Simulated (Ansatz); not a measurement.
Geometry optimisation, UHF/def2-SVP in Ansatz.

The input (input.yaml):

```yaml
crystal:
  periodic: [false, false, false]
  atoms:
    - { symbol: Hf, position_ang: [-0.024035, -0.034344, -0.641081] }
    - { symbol: Cl, position_ang: [0.236974, 0.323413, 3.057539] }
    - { symbol: "N", position_ang: [2.018683, 0.047906, -0.793133] }
    - { symbol: H, position_ang: [2.659776, -0.717475, -0.659261] }
    - { symbol: H, position_ang: [2.571466, 0.874392, -0.952299] }
    - { symbol: "N", position_ang: [-0.9767, 1.772786, -0.810641] }
    - { symbol: H, position_ang: [-1.968901, 1.934181, -0.756369] }
    - { symbol: H, position_ang: [-0.534529, 2.670178, -0.921494] }
    - { symbol: Cl, position_ang: [-1.214156, -2.092799, -0.13837] }
    - { symbol: H, position_ang: [-0.326179, -0.558837, 3.86421] }
magnetization:
  spin_polarized: true
  initial_magnetization: 1
basis:
  gaussian: { orbitals: def2-SVP }
hamiltonian:
  xc: hf
relax:
  f_tol: 0.03
  max_steps: 50
```

Run as:

```bash
$ ansatz run input.yaml --threads 4 --pin off --max-ram 5120MiB --backend cpu --events-out ev --progress --plain --runs-dir out
```

Where does it end, and by what steps?

The run converged. The force dipped under the threshold on the way, but the program's further checks kept it going. After 17 steps the energy has fallen by 0.147 eV; Cl2 moved furthest, 1.02 Å.

| step | energy less start (eV) | largest force component (eV/Å) | accepted |
| --- | --- | --- | --- |
| 0 | 0.0000 | 1.103 | yes |
| 1 | -0.0446 | 0.921 | yes |
| 2 | -0.0624 | 0.561 | yes |
| 3 | -0.1028 | 0.072 | yes |
| 4 | -0.1123 | 0.060 | yes |
| 5 | -0.0620 | 1.544 | no |
| 6 | -0.1160 | 0.042 | yes |
| 7 | -0.1231 | 0.215 | yes |
| 8 | -0.1224 | 0.708 | no |
| 9 | -0.1280 | 0.108 | yes |
| 10 | -0.1313 | 0.135 | yes |
| 11 | -0.1415 | 0.046 | yes |
| 12 | -0.1447 | 0.015 | yes |
| 13 | -0.1407 | 0.376 | no |
| 14 | -0.1461 | 0.070 | yes |
| 15 | -0.1464 | 0.115 | yes |
| 16 | -0.1466 | 0.047 | yes |
| 17 | -0.1471 | 0.007 | yes |

```xyz
10
Properties=species:S:1:pos:R:3
Hf 0.064 0.113 -0.468
Cl 0.001 -0.019 3.990
N 2.054 0.102 -0.938
H 2.709 -0.637 -0.746
H 2.564 0.842 -1.392
N -0.943 1.826 -0.949
H -1.918 2.013 -0.785
H -0.551 2.647 -1.381
Cl -1.016 -1.755 0.672
H -0.522 -0.913 3.247
```

Whether the end is a true minimum wasn't checked by a vibrational analysis.

The run took 43 s on 4 threads of Arm Neoverse V1, with other jobs on the host, peak memory 0.4 GiB.
